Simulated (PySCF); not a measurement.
Cl3HOSi.

```xyz
6

O      0.1069    -1.9015     0.0000
Si     0.0159    -0.2699     0.0000
Cl    -0.9726     0.4182    -1.6513
Cl     1.9239     0.4218     0.0000
Cl    -0.9726     0.4182     1.6513
H     -0.7168    -2.4001     0.0000
```
Charge 0, spin multiplicity 1.

Coordinates come from a PBE0-D3(BJ)/def2-SVP optimisation. The values are those of a single conformer.

Method: PBE0/pcSseg-1 (PySCF). Non-relativistic, no solvent.

Task: Give the absolute GIAO shielding of each atom: isotropic value and principal components (ppm). (The exact figures need the calculation; the answer reports its results.)

Result: 
```json
[
 {"atom": "O1", "σ(iso)": "230.6", "σ11": "198.0", "σ22": "227.0", "σ33": "266.8", "span": "68.8"},
 {"atom": "Si2", "σ(iso)": "357.5", "σ11": "345.0", "σ22": "354.8", "σ33": "372.5", "span": "27.5"},
 {"atom": "Cl3", "σ(iso)": "789.6", "σ11": "679.4", "σ22": "697.1", "σ33": "992.5", "span": "313.1"},
 {"atom": "Cl4", "σ(iso)": "819.0", "σ11": "715.5", "σ22": "729.1", "σ33": "1012.3", "span": "296.8"},
 {"atom": "Cl5", "σ(iso)": "789.6", "σ11": "679.4", "σ22": "697.1", "σ33": "992.5", "span": "313.1"},
 {"atom": "H6", "σ(iso)": "28.5", "σ11": "21.2", "σ22": "23.1", "σ33": "41.1", "span": "19.9"}
]
```
